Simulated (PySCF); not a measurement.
C2H9FOSi2, SMILES C[C@H]([SiH3])[Si@H](O)F.

Geometry: B3LYP-D3(BJ)/def2-SVP. The structure was generated by enumeration; whether it is a known compound was not checked. One conformer was computed; it need not be the lowest.

Computed with PySCF with CAM-B3LYP/def2-TZVP.

**Question.** Estimate the frontier levels, gap, dipole moment and polarisability. (An estimate is asked for; the answer gives what the named calculation found.)

**Answer.** 
```json
{
  "highest_occupied_level": "-9.79 eV",
  "lowest_empty_level": "1.31 eV",
  "orbital_gap": "11.10 eV",
  "dipole_moment": "1.78 D",
  "quadrupole, principal values (traceless, Buckingham form, about the centre of nuclear charge)": "-6.14, -2.20, 8.35 D·Å",
  "mean_static_polarisability": "76.4 bohr³ (11.31 Å³)",
  "polarisability_principal_values": "68.4, 75.6, 85.1 bohr³"
}
```
